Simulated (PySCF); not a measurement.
C$_{6}$H$_{14}$GaO$_{2}$, charge +1, singlet, geometry from GFN2-xTB (such geometries of metal compounds can be far from the true shape); DF-HF/3-21G in PySCF.

The PySCF input:
```python
from pyscf import gto, scf

mol = gto.Mole()
mol.atom = '''
    Ga   -0.00425224    0.08656669    0.01591143
    O    -0.12554962   -0.54658204    1.67153131
    C    -1.03672757   -0.21536061    2.69135227
    C    -0.89784473   -1.40118228    3.66108726
    C    -2.45400630   -0.08255501    2.16218619
    H    -0.72080396    0.70369757    3.20152308
    H    -1.21320943   -2.32035763    3.17503553
    H    -1.52578062   -1.20420047    4.52720213
    H     0.13614044   -1.50164439    3.97807192
    H    -2.47263847    0.73468954    1.42488944
    H    -2.76376786   -1.00619900    1.67155150
    H    -3.15400741    0.15626117    2.95892806
    O     0.14765727    0.09651656   -1.75425581
    C     1.00541658    0.85278693   -2.57418982
    C     0.96270915    0.08067817   -3.90380314
    C     2.41272508    0.92295438   -2.00771618
    H     0.59493778    1.85867465   -2.73054504
    H     1.37222244   -0.91681482   -3.77004555
    H     1.55395135    0.63070326   -4.63261405
    H    -0.06245973    0.00165915   -4.25377742
    H     2.36663606    1.42329787   -1.02823954
    H     2.81716486   -0.08085218   -1.87135745
    H     3.07293949    1.49411216   -2.65558040
'''
mol.basis = '3-21g'
mol.charge = 1
mol.verbose = 4
mol.build()

mf = scf.RHF(mol)
mf = mf.density_fit(auxbasis='def2-universal-jkfit')
mf.kernel()
mf.analyze()
```

What the program printed (banner, timings and long lists left out):

```
PySCF version 2.14.0

[INPUT] verbose = 4
[INPUT] num. atoms = 23
[INPUT] num. electrons = 96
[INPUT] charge = 1
[INPUT] spin (= nelec alpha-beta = 2S) = 0
[INPUT] symmetry False subgroup None
[INPUT] Mole.unit = angstrom
[INPUT] Symbol           X                Y                Z      unit          X                Y                Z       unit  Magmom
[...]
nuclear repulsion = 738.477488870946
number of shells = 78
number of NR pGTOs = 216
number of NR cGTOs = 122
basis = 3-21g
ecp = {}

******** <class 'pyscf.df.df_jk.DFRHF'> ********
method = DFRHF
initial guess = minao
damping factor = 0
level_shift factor = 0
DIIS = <class 'pyscf.scf.diis.CDIIS'>
diis_start_cycle = 1
diis_space = 8
diis_damp = 0
SCF conv_tol = 1e-09
SCF conv_tol_grad = None
SCF max_cycles = 50
direct_scf = False
Set gradient conv threshold to 3.16228e-05
Initial guess from minao.
******** <class 'pyscf.df.df.DF'> ********
auxbasis = def2-universal-jkfit
init E= -2296.35906844786
[...]
cycle= 1 E= -2296.47005579172  delta_E= -0.111  |g|= 0.706  |ddm|= 4.19
[...]
cycle= 2 E= -2296.58122520335  delta_E= -0.111  |g|= 0.396  |ddm|= 0.92
[...]
cycle= 3 E= -2296.60990062302  delta_E= -0.0287  |g|= 0.0815  |ddm|= 0.35
[...]
cycle= 4 E= -2296.61185479913  delta_E= -0.00195  |g|= 0.0194  |ddm|= 0.117
[...]
cycle= 5 E= -2296.61198848476  delta_E= -0.000134  |g|= 0.00444  |ddm|= 0.0288
[...]
cycle= 6 E= -2296.61200130604  delta_E= -1.28e-05  |g|= 0.00106  |ddm|= 0.0114
[...]
cycle= 7 E= -2296.61200262103  delta_E= -1.31e-06  |g|= 0.000392  |ddm|= 0.00323
[...]
cycle= 8 E= -2296.6120028592  delta_E= -2.38e-07  |g|= 0.000139  |ddm|= 0.00155
[...]
cycle= 9 E= -2296.612002888  delta_E= -2.88e-08  |g|= 5.65e-05  |ddm|= 0.000512
[...]
cycle= 10 E= -2296.61200289215  delta_E= -4.15e-09  |g|= 1.32e-05  |ddm|= 0.000221
[...]
cycle= 11 E= -2296.61200289237  delta_E= -2.23e-10  |g|= 2.64e-06  |ddm|= 5.1e-05
[...]
Extra cycle  E= -2296.61200289237  delta_E= 4.55e-12  |g|= 1.34e-06  |ddm|= 5.34e-06
converged SCF energy = -2296.61200289237
**** SCF Summaries ****
Total Energy =                       -2296.612002892370128
Nuclear Repulsion Energy =             738.477488870945763
One-electron Energy =                -4646.698849928215168
Two-electron Energy =                 1611.609358164899049
Two-electron Coulomb Energy =         1737.365887735217939
DFT Exchange-Correlation Energy =     -125.756529570318889
HOMO-LUMO gap [eV] =                    11.040668494364173
**** MO energy ****
[...]
 ** Mulliken pop on meta-lowdin orthogonal AOs  **
 ** Mulliken pop  **
 ** Mulliken atomic charges  **
charge of    0Ga =      1.28795
charge of    1O =     -0.51658
charge of    2C =      0.17616
charge of    3C =     -0.25572
charge of    4C =     -0.27207
charge of    5H =      0.09551
charge of    6H =      0.10427
charge of    7H =      0.10517
charge of    8H =      0.11310
charge of    9H =      0.06654
charge of   10H =      0.10736
charge of   11H =      0.13227
charge of   12O =     -0.51658
charge of   13C =      0.17616
charge of   14C =     -0.25572
charge of   15C =     -0.27207
charge of   16H =      0.09551
charge of   17H =      0.10427
charge of   18H =      0.10517
charge of   19H =      0.11310
charge of   20H =      0.06654
charge of   21H =      0.10736
charge of   22H =      0.13227

WARN: System has nonzero charge 1; the dipole moment is origin-dependent.
Location of origin: [0. 0. 0.]

Dipole moment(X, Y, Z, Debye): -0.12238,  2.49143,  0.45794
```
